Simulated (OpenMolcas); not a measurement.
Levels of Pb²⁺ by method

```yaml
Program: OpenMolcas 26.06
Basis: ANO-RCC-VQZP [9s8p6d4f3g]
Scalar_Hamiltonian: DKH2, point nucleus
Active_space: 2 electrons in 4 orbitals (6s 6p)
State_averaging: 2S+1 = 3 even, 3 roots; 2S+1 = 1 even, 7 roots; 2S+1 = 3 odd, 3 roots; 2S+1 = 1 odd, 3 roots
Spin-orbit_coupling: state interaction with AMFI integrals over the reference wave functions, term energies averaged over their components
```

Methods on the same reference wave functions:
A. CASSCF
B. SS-CASPT2, IPEA 0.25 Eh, imaginary shift 0.1 Eh (closed shells correlated: 5d)
C. MS-CASPT2, IPEA 0.25 Eh, imaginary shift 0.1 Eh (closed shells correlated: 5d)

Energies in cm-1 above 6s2 1S0, the measured ground level; measured values from Moore, Atomic Energy Levels, vol. III, NSRDS-NBS 35 (1971 reprint of NBS Circular 467, 1958).

```
      Level       A       B       C  Measured
    6s2 1S0     0.0     0.0     0.0       0.0
6s 6p 3P* 0   55551   62220   62890     60397
6s 6p 3P* 1   59470   65720   66390     64391
6s 6p 3P* 2   70281   76950   77620          
6s 6p 1P* 1   96807   92660   93320     95340
    6p2 3P0  141813  146730  147400    142551
    6p2 3P1  150624  156710  157370    155432
    6p2 1S0  186720  183940  185250    188615
```

Deviations, from unrounded energies. A percentage is the sum of absolute deviations over the sum of measured energies, with the sign that they share, or ± where signs differ.

```csv
Against measurement,Levels,A,B,C
mean absolute deviation (cm-1),6,3100,2700,2800
other configurations (%),6,±2.6,±2.3,±2.4
```

B, C lie about equally close to measurement and A furthest from it. The largest miss of B in the table is 6p2 1S0, by -4700 cm-1. The ranking rests on the paired levels alone, and a cruder setting can come out closer through cancelling errors.

Between B and C the level of the table that moves most is 6p2 1S0, by 1300 cm-1 (lowest in B, highest in C). Moves below CASPT2's spread within the term are not significant.

The lowest spin-free term lies below A's lowest term by 0.416 hartree in B, 0.419 hartree in C.

Over all roots computed the reference weight is 0.86 to 0.93 in B, 0.86 to 0.93 in C; the roots of lowest weight are the least certain, and an intruder state may touch them. The ¹D term of p² mixes with s d, which this space lacks. Spin-orbit splittings of 6p shells tend to come out small when the coupling is added on scalar orbitals. Measured partners are found by configuration, term and J. A level has none where our copy of the source lacks it or the pairing is in doubt (some pairs that miss far off the trend of their configuration count as doubtful), and it then counts in no deviation. Levels of configurations outside the active space are missing. The table leaves out levels that lie high or whose names do not pair safely across all columns.

* marks odd parity.
